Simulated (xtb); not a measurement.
Br, doublet; GFN0-xTB with ALPB(dmf) run with xtb.

Here is a job for xtb.
```
$ xtb mol.xyz --gfn 0 --uhf 1 --alpb dmf --json

# file mol.xyz
1

Br     0.00000000     0.00000000     0.00000000
```

The log (banner, timings and long lists left out):

```
   ID    Z sym.   atoms
    1   35 Br     1

           -------------------------------------------------
          |                Calculation Setup                |
           -------------------------------------------------

           -------------------------------------------------
          |                 G F N 0 - x T B                 |
           -------------------------------------------------

      * Solvation model:               ALPB
        Solvent                        dmf
        Parameter file                 internal GFN-FF/ALPB
        Dielectric constant                3.7000E+01
        Reference state                gsolv [1 M gas/solution]
        Free energy shift                  5.2364E-03 Eh       3.2859E+00 kcal/mol
        Temperature                        2.9815E+02 K
        Density                            9.5000E-01 kg/L
        Solvent mass                       7.3100E+01 g/mol
        Interaction kernel             P16
        Born radius scaling (c1)           2.0907E+00
        Born radii integrator          GBOBC
        Born offset                        0.0000E+00 a0       0.0000E+00 AA
        H-bond correction              true
        Ion screening                  false
        Surface tension                    1.0000E-05 Eh       1.5569E+01 dyn/cm
        Grid points                               230 per atom

          ...................................................
          :                      SETUP                      :
          :.................................................:
          :  # basis functions                  10          :
          :  # atomic orbitals                   9          :
          :  # shells                            3          :
          :  # electrons                         7          :
          :  electronic temp.          300.0000000     K    :
          :  accuracy                    1.0000000          :
          :  -> integral cutoff          0.2500000E+02      :
          :  -> integral neglect         0.1000000E-07      :
          ...................................................

         :::::::::::::::::::::::::::::::::::::::::::::::::::::
         ::                     SUMMARY                     ::
         :::::::::::::::::::::::::::::::::::::::::::::::::::::
         :: total energy              -3.604843193723 Eh    ::
         :: total w/o Gsasa/hb        -3.601538439284 Eh    ::
         :: gradient norm              0.000000000000 Eh/a0 ::
         :: HOMO-LUMO gap             10.471485700000 eV    ::
         ::.................................................::
         :: H0 energy                 -3.601538439284 Eh    ::
         :: repulsion energy           0.000000000000 Eh    ::
         :: electrostat energy        -0.003304754440 Eh    ::
         :: -> Gsolv                   0.000000000000 Eh    ::
         ::    -> Gsasa               -0.008541172780 Eh    ::
         ::    -> Gshift               0.005236418341 Eh    ::
         :: dispersion energy          0.000000000000 Eh    ::
         :: short-range corr.          0.000000000000 Eh    ::
         :: add. restraining           0.000000000000 Eh    ::
         :: total charge               0.000000000000 e     ::
         :::::::::::::::::::::::::::::::::::::::::::::::::::::

           -------------------------------------------------
          |                Property Printout                |
           -------------------------------------------------

    * Orbital Energies and Occupations

         #    Occupation            Energy/Eh            Energy/eV
      -------------------------------------------------------------
         1        2.0000           -0.7312210             -19.8975
         2        1.6667           -0.4274564             -11.6317
         3        1.6667           -0.4274564             -11.6317
         4        1.6667           -0.4274564             -11.6317 (HOMO)
         5                         -0.0426364              -1.1602 (LUMO)
         6                         -0.0426364              -1.1602
         7                         -0.0426364              -1.1602
         8                         -0.0426364              -1.1602
         9                         -0.0426364              -1.1602
      -------------------------------------------------------------
                  HL-Gap            0.3848200 Eh           10.4715 eV
             Fermi-level            0.0000000 Eh            0.0000 eV

     #   Z          covCN         q      C6AA      α(0)
     1  35 Br       0.000     0.000   167.845    20.819

 Mol. C6AA /au·bohr⁶  :        167.845132
 Mol. C8AA /au·bohr⁸  :      10612.678166
 Mol. α(0) /au        :         20.819119

Wiberg/Mayer (AO) data.
largest (>0.10) Wiberg bond orders for each atom

 ---------------------------------------------------------------------------
     #   Z sym  total        # sym  WBO       # sym  WBO       # sym  WBO
 ---------------------------------------------------------------------------
     1  35 Br   0.000
 ---------------------------------------------------------------------------

 dipole moment from electron density (au)
     X       Y       Z
   0.0000   0.0000   0.0000  total (Debye):    0.000

           -------------------------------------------------
          | TOTAL ENERGY               -3.604843193723 Eh   |
          | GRADIENT NORM               0.000000000000 Eh/α |
          | HOMO-LUMO GAP              10.471485700000 eV   |
           -------------------------------------------------

normal termination of xtb
```
